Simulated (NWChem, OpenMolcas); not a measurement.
## How basis sets differ on GeH3O2F (SMILES [OH][GeH]([OH])[F])

GeH3O2F has 7 atoms, charge 0, and is taken as a singlet. As SMILES, `[OH][GeH]([OH])[F]`. The shape is that of a PBE0-D4/def2-TZVP optimisation. This is one conformer, not always the lowest.

```xyz
7

O    -0.3529    1.1403   -0.8593
Ge   -0.1075   -0.0268    0.4324
O     1.5182   -0.6560    0.3076
F    -1.2603   -1.2845    0.1132
H    -1.2092    1.0418   -1.2839
H    -0.3314    0.4858    1.8475
H     1.8044   -0.7687   -0.6031
```

Quantity: the dipole moment, in D. The values are calculated.

```tsv
level	kind	program	value (D)	CPU time
HF/ANO-R0 (sfX2C)	Hartree–Fock	OpenMolcas	2.32	3.1 s
HF/STO-3G	Hartree–Fock	NWChem	0.99	4 s
HF/3-21G	Hartree–Fock	OpenMolcas	1.54	3 s
HF/6-31G* (RICD fitting, Cartesian functions)	Hartree–Fock	OpenMolcas	1.29	3.1 s
HF/def2-SVP	Hartree–Fock	OpenMolcas	1.29	9.6 s
```

All-electron rows without a relativistic Hamiltonian named are non-relativistic. The values span 0.99 to 2.32 D. Magnitudes only. Sets without polarisation functions give poor dipoles. CPU times are rough (shared hosts, several kinds of processor and program).
